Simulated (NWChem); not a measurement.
Everything below was run with NWChem. System: C$_{2}$H$_{4}$I, charge -1, spin multiplicity 1, at the geometry of a parent with another charge or spin, in a state set for the comparison that need not be this species' ground state.

Input file:

```
start mol
memory heap 200 mb stack 900 mb global 1100 mb
charge -1
geometry units angstroms nocenter noautoz noautosym
  C     -2.409669     0.253318     0.595535
  C     -1.056417     0.851075     0.601592
  I      0.566494    -0.166782    -0.183124
  H     -3.075314     0.828196     1.259321
  H     -2.867605     0.258636    -0.413210
  H     -2.401702    -0.794217     0.936586
  H     -0.883043     1.920489     0.740114
end
basis spherical
  * library def2-svpd
end
ecp
  I library def2-ecp
end
dft
  xc xtpss03 ctpss03
  semidirect memsize 60000000 filesize 0
  iterations 100
  grid fine
end
task dft energy
```

The output up to the point where the run's verdict is printed (cleaned and shortened):

```
             Northwest Computational Chemistry Package (NWChem) 7.3.0
             --------------------------------------------------------

                                NWChem Input Module
                                -------------------

 Scaling coordinates for geometry "geometry" by  1.889725989
 (inverse scale =  0.529177249)

                             Geometry "geometry" -> ""
                             -------------------------

 Output coordinates in angstroms (scale by  1.889725989 to convert to a.u.)

  No.       Tag          Charge          X              Y              Z
 ---- ---------------- ---------- -------------- -------------- --------------
    1 C                    6.0000    -2.40966900     0.25331800     0.59553500
    2 C                    6.0000    -1.05641700     0.85107500     0.60159200
    3 I                   53.0000     0.56649400    -0.16678200    -0.18312400
    4 H                    1.0000    -3.07531400     0.82819600     1.25932100
    5 H                    1.0000    -2.86760500     0.25863600    -0.41321000
    6 H                    1.0000    -2.40170200    -0.79421700     0.93658600
    7 H                    1.0000    -0.88304300     1.92048900     0.74011400

 Effective nuclear repulsion energy (a.u.)     201.2742374486

            Nuclear Dipole moment (a.u.)
            ----------------------------
        X                 Y               Z
 ---------------- ---------------- ----------------
     0.0000037795     0.0000302356     0.0000018897


 Summary of "ao basis" -> "" (spherical)
 ------------------------------------------------------------------------------
       Tag                 Description            Shells   Functions and Types
 ---------------- ------------------------------  ------  ---------------------
 *                         def2-svpd                  on all atoms

                                 NWChem DFT Module
                                 -----------------

 Summary of "ao basis" -> "ao basis" (spherical)
 ------------------------------------------------------------------------------
[...]
 d= 0,ls=0.5,diis    52   -376.1144533604 -1.82D-05  2.65D-04  1.19D-04    47.7
 d= 0,ls=0.5,diis    53   -376.1144690269 -1.57D-05  2.43D-04  1.07D-04    48.5
 d= 0,ls=0.5,diis    54   -376.1144831045 -1.41D-05  2.27D-04  9.45D-05    49.4
 d= 0,ls=0.5,diis    55   -376.1144954751 -1.24D-05  2.19D-04  8.40D-05    50.4
 d= 0,ls=0.5,diis    56   -376.1145069727 -1.15D-05  2.02D-04  7.18D-05    51.3
 d= 0,ls=0.5,diis    57   -376.1145169887 -1.00D-05  1.90D-04  6.20D-05    52.3
 d= 0,ls=0.5,diis    58   -376.1145259208 -8.93D-06  1.75D-04  5.29D-05    53.2
 d= 0,ls=0.5,diis    59   -376.1145336198 -7.70D-06  1.65D-04  4.61D-05    54.2
 d= 0,ls=0.5,diis    60   -376.1145403743 -6.75D-06  1.56D-04  4.05D-05    55.1
 d= 0,ls=0.5,diis    61   -376.1145462974 -5.92D-06  1.43D-04  3.57D-05    56.0
 d= 0,ls=0.5,diis    62   -376.1145514879 -5.19D-06  1.35D-04  3.15D-05    56.8
 d= 0,ls=0.5,diis    63   -376.1145561976 -4.71D-06  1.25D-04  2.71D-05    57.7
 d= 0,ls=0.5,diis    64   -376.1145603033 -4.11D-06  1.19D-04  2.35D-05    58.6
 d= 0,ls=0.5,diis    65   -376.1145639782 -3.67D-06  1.11D-04  2.02D-05    59.4
 d= 0,ls=0.5,diis    66   -376.1145671944 -3.22D-06  1.01D-04  1.74D-05    60.2
 d= 0,ls=0.5,diis    67   -376.1145699685 -2.77D-06  9.42D-05  1.52D-05    61.1
 d= 0,ls=0.5,diis    68   -376.1145725632 -2.59D-06  8.72D-05  1.25D-05    61.9
 d= 0,ls=0.5,diis    69   -376.1145747504 -2.19D-06  8.22D-05  1.07D-05    62.7
 d= 0,ls=0.5,diis    70   -376.1145766765 -1.93D-06  7.73D-05  9.20D-06    63.6
 d= 0,ls=0.5,diis    71   -376.1145782985 -1.62D-06  7.32D-05  8.29D-06    64.4
 d= 0,ls=0.5,diis    72   -376.1145797772 -1.48D-06  6.86D-05  7.19D-06    65.3
 d= 0,ls=0.5,diis    73   -376.1145810649 -1.29D-06  6.51D-05  6.25D-06    66.1
 d= 0,ls=0.5,diis    74   -376.1145821832 -1.12D-06  5.99D-05  5.55D-06    67.0
 d= 0,ls=0.5,diis    75   -376.1145831834 -1.00D-06  5.72D-05  4.81D-06    67.8
 d= 0,ls=0.5,diis    76   -376.1145840321 -8.49D-07  5.32D-05  4.40D-06    68.7
 d= 0,ls=0.5,diis    77   -376.1145848002 -7.68D-07  5.01D-05  3.89D-06    69.6
 d= 0,ls=0.5,diis    78   -376.1145854729 -6.73D-07  4.79D-05  3.48D-06    70.5
 d= 0,ls=0.5,diis    79   -376.1145860560 -5.83D-07  4.46D-05  3.18D-06    71.4
 d= 0,ls=0.5,diis    80   -376.1145865773 -5.21D-07  4.17D-05  2.87D-06    72.4
 d= 0,ls=0.5,diis    81   -376.1145870425 -4.65D-07  3.90D-05  2.56D-06    73.3
 d= 0,ls=0.5,diis    82   -376.1145874553 -4.13D-07  3.66D-05  2.27D-06    74.1
 d= 0,ls=0.5,diis    83   -376.1145878302 -3.75D-07  3.42D-05  1.97D-06    75.0
 d= 0,ls=0.5,diis    84   -376.1145881641 -3.34D-07  3.18D-05  1.68D-06    75.9
 d= 0,ls=0.5,diis    85   -376.1145884560 -2.92D-07  2.97D-05  1.45D-06    76.8
 d= 0,ls=0.5,diis    86   -376.1145887094 -2.53D-07  2.77D-05  1.26D-06    77.6
 d= 0,ls=0.5,diis    87   -376.1145889303 -2.21D-07  2.61D-05  1.12D-06    78.5
 d= 0,ls=0.5,diis    88   -376.1145891237 -1.93D-07  2.44D-05  9.90D-07    79.3
 d= 0,ls=0.5,diis    89   -376.1145892966 -1.73D-07  2.30D-05  8.64D-07    80.2
 d= 0,ls=0.5,diis    90   -376.1145894473 -1.51D-07  2.14D-05  7.63D-07    81.0
 d= 0,ls=0.5,diis    91   -376.1145895813 -1.34D-07  2.01D-05  6.68D-07    81.9
 d= 0,ls=0.5,diis    92   -376.1145896983 -1.17D-07  1.88D-05  5.91D-07    82.7
 d= 0,ls=0.5,diis    93   -376.1145898015 -1.03D-07  1.76D-05  5.20D-07    83.5
 d= 0,ls=0.5,diis    94   -376.1145898933 -9.18D-08  1.65D-05  4.54D-07    84.3
 d= 0,ls=0.5,diis    95   -376.1145899744 -8.10D-08  1.55D-05  3.97D-07    85.1
 d= 0,ls=0.5,diis    96   -376.1145900459 -7.16D-08  1.46D-05  3.46D-07    85.9
 d= 0,ls=0.5,diis    97   -376.1145901088 -6.29D-08  1.37D-05  3.02D-07    86.7
 d= 0,ls=0.5,diis    98   -376.1145901644 -5.55D-08  1.28D-05  2.62D-07    87.5
 d= 0,ls=0.5,diis    99   -376.1145902131 -4.87D-08  1.22D-05  2.29D-07    88.4
 d= 0,ls=0.5,diis   100   -376.1145902547 -4.16D-08  1.14D-05  2.08D-07    89.2
```

Convergence was not reached. The next line reads: Calculation failed to converge. NWChem stopped with the message: dft energy failed.
